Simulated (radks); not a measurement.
Values are calculated unless marked as measured or tabulated.
Q: The tin ion Sn2+, [Kr] 4d10 5s2. Code: a radial shooting solver on a logarithmic mesh with Libxc functionals. Model: non-relativistic Kohn-Sham, PBE, spin-polarised, spherical densities, point nucleus. Every spin shell is full or empty, so the densities are truly spherical. Functionals are evaluated on that one density, not self-consistently. Rank these orbital-free kinetic functionals by their error against the exact value of the orbitals, and give that value: Thomas-Fermi, von Weizsacker, TF + vW/9, TF + vW/5, Perdew 92, Thakkar, Pearson, PG1, Ernzerhof.

A: Exact: 6021.76 hartree. From best to worst, with 100 (|E| - |E exact|)/|E exact| (equal figures are ties): Ernzerhof -0.39, Thakkar -0.56, Perdew 92 -0.66, TF + vW/9 -0.67, Pearson -0.91, TF + vW/5 +3.03, Thomas-Fermi -5.29, PG1 +15.09, von Weizsacker -58.43.
